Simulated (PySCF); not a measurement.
## Electron correlation in I (iodine, neutral)

[Kr] 4d10 5s2 5p5, 2P determinant. Calculation: PySCF 2.14, in x2c-QZVPPall (13s9p7d4f1g, 112 functions); the spin-free X2C one-electron Hamiltonian (Gaussian nucleus). Frozen: [Ar] 3d10; 25 electrons correlated.

MP2 pair energies summed by pair of shells (mhartree):

```tsv
pair	energy	share (%)
4d-4d	-336.88	40.9
4d-5p	-102.12	12.4
4p-4d	-100.72	12.2
5p-5p	-77.62	9.4
4d-5s	-48.69	5.9
5s-5p	-43.73	5.3
4p-4p	-37.71	4.6
4s-4d	-27.83	3.4
4s-4p	-13.83	1.7
4p-5p	-11.47	1.4
4p-5s	-8.80	1.1
5s-5s	-7.51	0.9
4s-4s	-3.34	0.4
4s-5p	-1.66	0.2
4s-5s	-1.16	0.1
```

Total MP2 correlation energy: -823.08 mhartree.

Same-spin part -284.61 and opposite-spin part -538.46 mhartree; SCS-MP2 scales them by 1/3 and 6/5 to -741.03 mhartree.

This basis was not built for core-valence correlation, so the inner-shell part is incomplete.
